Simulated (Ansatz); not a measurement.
The inner images of a band of C$_{2}$H$_{5}$NSi (9 atoms, charge 0, multiplicity 1) are given out of order.

Theory: RKS revPBE/def2-SVP (Ansatz 0.2.0).

Image 0:

```xyz
9
Properties=species:S:1:pos:R:3
C -1.265 0.729 -0.556
Si 0.014 -0.691 -0.788
C 1.044 -0.774 0.711
N 1.566 -1.261 1.709
H -1.830 0.590 0.388
H -1.995 0.688 -1.390
H -0.797 1.734 -0.551
H 1.045 -0.293 -1.824
H 2.219 -0.721 2.300
```

Image 8:

```xyz
9
Properties=species:S:1:pos:R:3
C -1.111 0.668 -0.407
Si 0.087 -0.821 -0.642
C 1.086 -0.994 1.056
N 1.373 -1.443 2.133
H -1.873 0.443 0.367
H -1.646 0.798 -1.373
H -0.624 1.634 -0.168
H 1.223 -0.259 -1.497
H 1.485 -0.026 0.529
```

Put them in order from the first end to the last, with their energies above the first end.
A.
```xyz
9
Properties=species:S:1:pos:R:3
C -1.186 0.677 -0.466
Si -0.066 -0.855 -0.861
C 0.879 -1.001 0.668
N 1.522 -1.159 1.703
H -1.886 0.453 0.363
H -1.788 0.881 -1.373
H -0.611 1.592 -0.215
H 1.142 -0.346 -1.638
H 1.995 -0.240 1.818
```
B.
```xyz
9
Properties=species:S:1:pos:R:3
C -1.212 0.686 -0.494
Si -0.066 -0.830 -0.863
C 0.946 -0.880 0.642
N 1.521 -1.148 1.688
H -1.900 0.449 0.342
H -1.828 0.894 -1.391
H -0.639 1.600 -0.239
H 1.072 -0.379 -1.765
H 2.107 -0.392 2.080
```
C.
```xyz
9
Properties=species:S:1:pos:R:3
C -1.146 0.680 -0.452
Si 0.039 -0.818 -0.705
C 1.065 -0.988 0.976
N 1.487 -1.516 1.990
H -1.868 0.480 0.365
H -1.734 0.825 -1.384
H -0.617 1.632 -0.243
H 1.156 -0.293 -1.602
H 1.618 0.000 1.054
```
D.
```xyz
9
Properties=species:S:1:pos:R:3
C -1.128 0.681 -0.437
Si 0.081 -0.804 -0.636
C 1.110 -0.997 1.063
N 1.447 -1.578 2.066
H -1.864 0.493 0.370
H -1.696 0.781 -1.388
H -0.627 1.653 -0.256
H 1.173 -0.274 -1.564
H 1.503 0.045 0.783
```
E.
```xyz
9
Properties=species:S:1:pos:R:3
C -1.249 0.712 -0.531
Si -0.033 -0.761 -0.805
C 1.021 -0.792 0.683
N 1.566 -1.190 1.703
H -1.924 0.495 0.321
H -1.879 0.829 -1.436
H -0.727 1.671 -0.343
H 1.013 -0.372 -1.835
H 2.212 -0.591 2.243
```
F.
```xyz
9
Properties=species:S:1:pos:R:3
C -1.150 0.681 -0.447
Si 0.001 -0.843 -0.765
C 0.992 -1.000 0.863
N 1.536 -1.361 1.910
H -1.871 0.470 0.369
H -1.743 0.837 -1.374
H -0.618 1.628 -0.226
H 1.161 -0.291 -1.593
H 1.692 -0.122 1.264
```
G.
```xyz
9
Properties=species:S:1:pos:R:3
C -1.162 0.678 -0.448
Si -0.025 -0.849 -0.805
C 0.899 -1.055 0.748
N 1.546 -1.207 1.793
H -1.877 0.462 0.370
H -1.753 0.850 -1.370
H -0.615 1.615 -0.214
H 1.162 -0.307 -1.594
H 1.825 -0.186 1.520
```

E (+0.01 eV), B (+0.09 eV), A (+0.33 eV), G (+0.95 eV), F (+1.71 eV), C (+1.30 eV), D (+0.96 eV).

The run took 2.3 min on 2 threads of AMD EPYC 7R43 64-Core Processor (Zen 3), on a shared host, peak memory 0.17 GiB.
